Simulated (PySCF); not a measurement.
# B: excitation energy

B [He] 2s2 2p1 (2P) → B [He] 2s2 3d1 (2D), as a difference of total energies. Calculation: PySCF 2.14, in aug-cc-pCVTZ-DK with one added diffuse shell each of s, p, d, f type (8s7p5d3f, 75 functions); the spin-free X2C one-electron Hamiltonian (Gaussian nucleus). Correlated levels: valence: 1s2 frozen; valence and next inner shell: nothing frozen. The calculations carry no spin-orbit coupling.

Problem. Order these methods by the excitation energy they give, lowest first.
A. BP86
B. MP2 (valence and next inner shell)
C. UHF
D. revPBE

Solution. C (6.569 eV), D (6.634 eV), A (6.677 eV), B (6.754 eV).

Errors of the correlated levels include the incompleteness of this basis and the frozen core.

For comparison: 6.789 eV (measured; NIST levels, between the centres of gravity of the two terms).
